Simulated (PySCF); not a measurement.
A geometry optimisation, step by step.

Compound: C₇H₆O₂.
Atom-mapped SMILES: `[CH3:1][C:2]1=[CH:3][C:4](=[O:5])[C:6](=[O:7])[CH:8]=[CH:9]1` (hydrogens: H10, H11, H12 on C1; H13 on C3; H14 on C8; H15 on C9)

Computed by this run: PySCF 2.14.0, PBE0/def2-SV(P) geometry optimisation, gas phase; density fitting, grid level 1; the optimiser is geomeTRIC in internal coordinates, started from a GFN2-xTB structure. The frame can shift and turn from step to step; on so coarse a grid that alone can change the energy by a few meV, and forces under 0.02 eV/Å are noise.

Step 0: E = -11427.6696 eV, largest atomic force 0.555 eV/Å
```
atom  x, y, z in Å  |  force x, y, z in eV/Å
C1     -2.206   -0.320   -0.101    0.522  -0.046   0.034
C2     -0.724   -0.164   -0.028   -0.300  -0.239   0.011
C3      0.112   -1.208    0.137    0.068  -0.151   0.017
C4      1.561   -1.057    0.208    0.283  -0.150   0.032
O5      2.318   -1.992    0.357   -0.084   0.131  -0.020
C6      2.114    0.376    0.084    0.235  -0.068   0.027
O7      3.305    0.585    0.131   -0.128  -0.023  -0.005
C8      1.121    1.440   -0.089    0.242   0.134   0.000
C9     -0.193    1.180   -0.141    0.189  -0.014   0.018
H10    -2.498   -1.362   -0.005   -0.201  -0.487   0.042
H11    -2.680    0.256    0.693   -0.304   0.280   0.371
H12    -2.575    0.065   -1.051   -0.251   0.191  -0.456
H13    -0.261   -2.219    0.225   -0.172  -0.471   0.039
H14     1.509    2.445   -0.173    0.183   0.476  -0.042
H15    -0.906    1.983   -0.269   -0.281   0.436  -0.066
```

Step 1: E = -11427.7118 eV, largest atomic force 0.121 eV/Å
```
atom  x, y, z in Å  |  force x, y, z in eV/Å
C1     -2.509   -0.591   -0.174   -0.108  -0.002  -0.006
C2     -1.025   -0.446   -0.097    0.026   0.008   0.005
C3     -0.195   -1.504    0.060    0.023  -0.043  -0.009
C4      1.262   -1.341    0.113   -0.011   0.001  -0.025
O5      2.029   -2.273    0.183    0.023  -0.018   0.031
C6      1.819    0.104    0.064    0.000   0.029   0.024
O7      3.002    0.301    0.204    0.020  -0.004  -0.032
C8      0.842    1.187   -0.143    0.049  -0.010   0.027
C9     -0.475    0.913   -0.207   -0.086   0.082  -0.026
H10    -2.823   -1.643   -0.078    0.008   0.020  -0.002
H11    -3.002   -0.006    0.627    0.018  -0.015  -0.020
H12    -2.893   -0.197   -1.134    0.017  -0.010   0.025
H13    -0.573   -2.529    0.134    0.005   0.019  -0.004
H14     1.236    2.206   -0.218   -0.010  -0.020   0.005
H15    -1.193    1.732   -0.344    0.027  -0.037   0.007
```

Step 2: E = -11427.7126 eV, largest atomic force 0.064 eV/Å
```
atom  x, y, z in Å  |  force x, y, z in eV/Å
C1     -2.512   -0.593   -0.175   -0.014  -0.011   0.003
C2     -1.025   -0.446   -0.098    0.009   0.010   0.005
C3     -0.192   -1.502    0.058   -0.011  -0.035  -0.020
C4      1.265   -1.341    0.114    0.015   0.035   0.010
O5      2.035   -2.271    0.193   -0.026  -0.011   0.015
C6      1.821    0.105    0.062   -0.023  -0.009  -0.009
O7      3.005    0.304    0.190   -0.008   0.003  -0.021
C8      0.840    1.185   -0.138    0.005   0.061   0.019
C9     -0.479    0.916   -0.204    0.032  -0.042  -0.003
H10    -2.824   -1.645   -0.082    0.003  -0.001   0.000
H11    -3.004   -0.010    0.625    0.006  -0.002   0.000
H12    -2.895   -0.199   -1.135    0.007  -0.001   0.000
H13    -0.569   -2.527    0.132   -0.004  -0.002  -0.005
H14     1.234    2.203   -0.213    0.002   0.008   0.005
H15    -1.196    1.734   -0.340    0.008  -0.004   0.000
```

Step 3: E = -11427.7135 eV, largest atomic force 0.100 eV/Å
```
atom  x, y, z in Å  |  force x, y, z in eV/Å
C1     -2.513   -0.598   -0.178    0.087   0.013   0.007
C2     -1.025   -0.448   -0.099   -0.018  -0.021   0.009
C3     -0.190   -1.505    0.056   -0.023   0.092  -0.031
C4      1.266   -1.336    0.117   -0.018  -0.047   0.036
O5      2.033   -2.267    0.210    0.013   0.038   0.003
C6      1.821    0.111    0.057    0.007  -0.021  -0.031
O7      3.008    0.309    0.164   -0.010   0.001  -0.005
C8      0.839    1.191   -0.131   -0.054  -0.026   0.015
C9     -0.480    0.916   -0.198    0.068  -0.071   0.007
H10    -2.823   -1.650   -0.089    0.000  -0.022   0.001
H11    -3.006   -0.019    0.623   -0.014   0.013   0.021
H12    -2.893   -0.201   -1.137   -0.012   0.009  -0.026
H13    -0.565   -2.530    0.128    0.000  -0.017  -0.005
H14     1.229    2.210   -0.204    0.005   0.021   0.006
H15    -1.198    1.731   -0.331   -0.033   0.039  -0.007
```

Step 4: E = -11427.7143 eV, largest atomic force 0.081 eV/Å
```
atom  x, y, z in Å  |  force x, y, z in eV/Å
C1     -2.512   -0.601   -0.181    0.081   0.006   0.003
C2     -1.025   -0.449   -0.099   -0.011  -0.003   0.006
C3     -0.189   -1.505    0.052    0.001   0.021  -0.008
C4      1.267   -1.335    0.122    0.004  -0.004   0.001
O5      2.038   -2.261    0.228   -0.026   0.017   0.004
C6      1.819    0.113    0.051    0.021  -0.007   0.003
O7      3.008    0.310    0.141    0.001   0.008  -0.007
C8      0.836    1.194   -0.125   -0.037  -0.043  -0.001
C9     -0.482    0.915   -0.193    0.030  -0.019   0.004
H10    -2.819   -1.655   -0.095   -0.006  -0.015   0.000
H11    -3.006   -0.025    0.622   -0.015   0.009   0.014
H12    -2.891   -0.202   -1.139   -0.015   0.007  -0.018
H13    -0.563   -2.531    0.122   -0.002  -0.016  -0.003
H14     1.224    2.214   -0.194    0.002   0.009   0.005
H15    -1.202    1.730   -0.321   -0.028   0.030  -0.002
```

Step 5: E = -11427.7147 eV, largest atomic force 0.039 eV/Å
```
atom  x, y, z in Å  |  force x, y, z in eV/Å
C1     -2.509   -0.606   -0.185    0.007   0.002  -0.004
C2     -1.024   -0.449   -0.100   -0.036  -0.002  -0.002
C3     -0.188   -1.504    0.047    0.019   0.005   0.008
C4      1.267   -1.331    0.127    0.018  -0.007  -0.019
O5      2.036   -2.257    0.249    0.018  -0.013   0.008
C6      1.820    0.115    0.043   -0.017   0.015   0.018
O7      3.009    0.317    0.111   -0.001  -0.028  -0.001
C8      0.832    1.194   -0.117    0.002   0.036  -0.016
C9     -0.485    0.916   -0.185   -0.002  -0.003   0.005
H10    -2.811   -1.662   -0.104   -0.009   0.005  -0.002
H11    -3.007   -0.035    0.621   -0.007  -0.002  -0.005
H12    -2.889   -0.204   -1.142   -0.008  -0.001   0.005
H13    -0.560   -2.531    0.113    0.007   0.005  -0.002
H14     1.218    2.216   -0.180    0.003  -0.004   0.002
H15    -1.207    1.732   -0.308    0.008  -0.010   0.006
```

Step 6: E = -11427.7149 eV, largest atomic force under 0.02 eV/Å
```
atom  x, y, z in Å  |  force x, y, z in eV/Å
C1     -2.509   -0.605   -0.186    0.000  -0.009   0.000
C2     -1.024   -0.450   -0.100    0.000   0.008  -0.002
C3     -0.186   -1.504    0.046   -0.012  -0.015   0.001
C4      1.269   -1.331    0.126   -0.008   0.006   0.001
O5      2.038   -2.256    0.250    0.005  -0.002  -0.002
C6      1.820    0.116    0.044    0.008  -0.011  -0.003
O7      3.009    0.314    0.110   -0.001   0.011   0.002
C8      0.831    1.196   -0.117    0.010   0.005  -0.002
C9     -0.485    0.915   -0.183   -0.007   0.014   0.001
H10    -2.814   -1.660   -0.106   -0.003   0.004  -0.001
H11    -3.008   -0.035    0.620    0.000  -0.003  -0.004
H12    -2.889   -0.202   -1.143    0.001  -0.001   0.005
H13    -0.557   -2.532    0.111    0.001   0.002  -0.002
H14     1.217    2.217   -0.179   -0.001  -0.004   0.002
H15    -1.208    1.731   -0.304    0.007  -0.007   0.003
```

Task: Summarise the path.

Result: The energy falls by 4.37 kJ/mol from step 0 to step 6; nine tenths of that is first reached at step 1. It falls at every step. The largest force goes from 0.555 to under 0.02 eV/Å. Among the bonds C2–C9 changes most, from 1.450 to 1.470 Å; the atoms move by 0.022 Å rms after alignment.

The cost below is that of the whole optimisation. On an Arm Neoverse V1 with one thread, shared host with 32 logical CPUs at a one-minute load of 14, this took 46 s of wall time and 0.63 GiB of memory at its peak.
